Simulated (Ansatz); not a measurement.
`[SiH3][SiH2]S` + `[NH2][GeH3]` → `[SiH3][SiH2][NH][GeH3]` + H₂S at 298.15 K and 1 bar (ligand exchange at the Si–S bond).

Gas-phase electronic energies from Ansatz, PBE0-D4/def2-TZVP geometries. CCSD(T)/CBS is the MP2 limit (def2-TZVPP, def2-QZVPP) plus CCSD(T) − MP2 in def2-TZVPP, frozen cores. This one scheme is used for every species. For Ge outer-core shells are correlated without core-valence functions, which leaves a few kJ/mol of doubt a bond. Scalar relativity is left out up to krypton. Each species was taken in one conformer, which may not be the lowest.

| species | CCSD(T)/CBS energy (Eh) | H − E (kJ/mol) | S (J/(mol·K)) |
| --- | --- | --- | --- |
| `[SiH3][SiH2]S` | -979.55409 | 154.2 | 338.3 |
| `[NH2][GeH3]` | -2133.81884 | 141.9 | 275.3 |
| `[SiH3][SiH2][NH][GeH3]` | -2714.39913 | 239.4 | 404.0 |
| H₂S | -398.97279 | 49.9 | 205.7 |

H − E and S are ideal-gas, rigid-rotor, harmonic terms from PBE0-D4/def2-TZVP, for one conformer and one mirror image of each species. 1 Eh = 2625.50 kJ/mol, R = 8.31446 J/(mol·K).

Question: By hand: ΔE, ΔH, ΔS and ΔG.

Answer: ΔE = (-2714.39913) + (-398.97279) − (-979.55409) − (-2133.81884) = 0.00101 Eh = 2.7 kJ/mol. Δ(H − E) = 239.4 + 49.9 − 154.2 − 141.9 = -6.8, so ΔH = -4.1 kJ/mol. ΔS = 404.0 + 205.7 − 338.3 − 275.3 = -3.9 J/(mol·K). ΔG = -4.1 − 298.15 × (-3.9)/1000 = -2.9 kJ/mol.

Question: By hand: the equilibrium constant, and the temperature at which ΔG would vanish if ΔH and ΔS stayed fixed.

Answer: log₁₀ K = −ΔG/(RT ln 10) = 0.5. ΔG = 0 at ΔH/ΔS = 1051 K, though so small a ΔH makes that figure unsure.

The number of gas molecules stays the same, so ΔS is small and ΔH decides. The sign of ΔG lies within the doubt. A doubt of 5 kJ/mol in ΔE shifts log₁₀ K by 0.9 here. Other conformers and mirror images would add mixing entropy, several J/(mol·K) or more a flexible species. Modes under 60 cm⁻¹, often nearly free rotors, make the harmonic entropy too high. These are equilibria of isolated gas molecules and say nothing of rates. Largest T1 diagnostic: 0.012 (customary marks: 0.02 for closed shells, 0.045 for open ones).
